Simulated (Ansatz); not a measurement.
Relaxation of CH$_{2}$AlFSi (6 atoms, charge 0, multiplicity 1), to a largest force component of 0.015 eV/Å in at most 40 steps.

Level of theory: RKS PBE/6-31G* (Ansatz 0.2.0).

```xyz
6
Properties=species:S:1:pos:R:3:forces:R:3
F 1.802 -2.428 0.350 0.31 -0.45 0.16
Si 0.813 -1.226 0.727 -0.98 1.30 -0.07
C -0.228 -0.020 1.369 0.48 -0.63 -0.05
Al -0.671 0.940 -0.288 0.20 -0.32 0.25
H -1.634 2.171 -0.365 -0.42 0.43 0.46
H -0.162 0.644 -1.724 0.41 -0.33 -0.76
```

Problem. Where does it end, and by what steps?

Solution. The forces met the threshold. After 15 steps the energy has fallen by 0.369 eV; F1 moved furthest, 1.04 Å. Parted: Si2–Al4.

```
step  energy less start (eV)  largest force component (eV/Å)  accepted
   0                  0.0000                           1.303       yes
   1                 -0.1394                           0.574       yes
   2                 -0.1574                           0.226       yes
   3                 -0.1801                           0.403       yes
   4                 -0.2045                           1.036       yes
   5                 -0.2412                           0.950       yes
   6                 -0.2449                           0.941       yes
   7                 -0.3369                           0.248       yes
   8                 -0.3283                           0.710        no
   9                 -0.3594                           0.131       yes
  10                 -0.3655                           0.173       yes
  11                 -0.3685                           0.074       yes
  12                 -0.3689                           0.060       yes
  13                 -0.3685                           0.031        no
  14                 -0.3690                           0.022       yes
  15                 -0.3692                           0.013       yes
```

```xyz
6
Properties=species:S:1:pos:R:3
F 1.759 -2.626 1.371
Si 1.076 -1.486 0.443
C 0.019 -0.187 0.683
Al -0.747 1.095 -0.522
H -1.730 2.146 0.190
H -0.455 1.141 -2.097
```

Run time: 34 s on 1 thread of Arm Neoverse V2, with other jobs on the host, peak memory 0.24 GiB.
